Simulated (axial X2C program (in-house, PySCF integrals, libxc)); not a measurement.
**Curves of TcCN from open-shell CI on d5 s1 p(π)0**

Calculated with an axial X2C code built on PySCF integrals: two-component X2C with atomic mean-field Coulomb and Gaunt terms, basis Tc dyall-v3z, C dyall-v3z, N dyall-av3z (cores contracted in-house). Orbitals come from Hartree–Fock averaged over the configuration Tc d5 s1 p(π)0; CI then distributes these electrons over the d, s, p(π) shells of Tc.

Scan along the Tc–C bond with CN moving as one mass, its bond held at 1.160 Å; masses Tc 98.907 u, C 12.000 u, N 14.003 u. Energies in cm⁻¹ from the lowest point; levels are followed by energy order within each Ω. Lowest level at 2.231 Å: 100% d5 s1.

```csv
R (Å),(1)Ω=3,(1)Ω=2,(1)Ω=1,(1)Ω=0,(2)Ω=0
2.075,2221,2220,2220,2220,10408
2.153,812,812,813,813,9914
2.231,125,125,126,126,9995
2.320,0,1,2,2,10604
2.409,388,389,390,390,11602
2.510,1260,1261,1262,1262,13053
2.633,2718,2720,2720,2721,15085
```

Fit the curves (1)Ω=3, (1)Ω=2, (1)Ω=1, (1)Ω=0, (2)Ω=0 near their minima.

From the open-shell CI curves, Te from the lowest:

```csv
level,Te (cm⁻¹),Re (Å),ωe (cm⁻¹)
(1)Ω=3,0,2.293,341.1
(1)Ω=2,1,2.293,341.0
(1)Ω=1,2,2.293,341.0
(1)Ω=0,2,2.293,341.0
(2)Ω=0,9910,2.178,373.6
```

Without dynamic correlation distances can be off by several hundredths of an Å (long for ionic bonds, short for multiple bonds) and the wavenumbers are rough.

The 5 lowest curves are shown; the next is (2)Ω=1, from 9918 cm⁻¹.

There is no dynamic correlation: spin–orbit spacings and, for f shells, spacings inside one term are the most reliable numbers, splittings between terms come out too wide, and energies between configurations are not reliable, so the lowest level need not be the ground state of the molecule. For d shells the ligand-field splittings (σ, π, δ) and their order can be off by a thousand cm⁻¹ or more. At most 4 roots were kept for each Ω > 0 (twice that for Ω = 0) within 3.2 eV of the lowest, so higher up levels can be missing between those listed; levels with Ω > 0 are doubly degenerate and listed once, Ω = 0 levels singly. Some active spinors are only partly of the character that their shell is named for, so the shell names and counts are nominal. States that fill the shells left empty in the average are placed too high. The molecule was held linear; bending was not examined.
